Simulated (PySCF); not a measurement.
Species: sum formula BNH2Cl2, charge 0, multiplicity 1. 
Coordinates optimised at B3LYP-D3(BJ)/def2-TZVP (Ansatz):
SMILES: B(Cl)(N)Cl
```xyz
6

B     -0.3399    -0.0733     0.0373
Cl     0.1805     1.5754    -0.3440
Cl     0.8739    -1.3479     0.2283
N     -1.6864    -0.3638     0.1851
H     -2.4032     0.3349     0.0837
H     -2.0181    -1.2886     0.4015
```

Dispersion corrections to the total energy (kcal/mol) from the dftd3 and dftd4 libraries through PySCF: D3(BJ) without and D4 with the three-body term, each with the damping fitted for the functional named.

```json
[
 {"functional": "B2PLYP", "D3(BJ)": "-2.73", "D4": "-2.21"},
 {"functional": "PW6B95", "D3(BJ)": "-1.71", "D4": "-2.78"},
 {"functional": "CAM-B3LYP", "D3(BJ)": "…", "D4": "-2.71"},
 {"functional": "PBE0", "D3(BJ)": "-2.75", "D4": "-2.67"},
 {"functional": "LC-wPBE", "D3(BJ)": "-3.07", "D4": "…"},
 {"functional": "B3LYP", "D3(BJ)": "-5.70", "D4": "-5.23"},
 {"functional": "PBE", "D3(BJ)": "-3.10", "D4": "…"}
]
```

Q: Fill in the missing entries.

A: 
- CAM-B3LYP, D3(BJ): -2.58
- LC-wPBE, D4: -3.57
- PBE, D4: -3.18
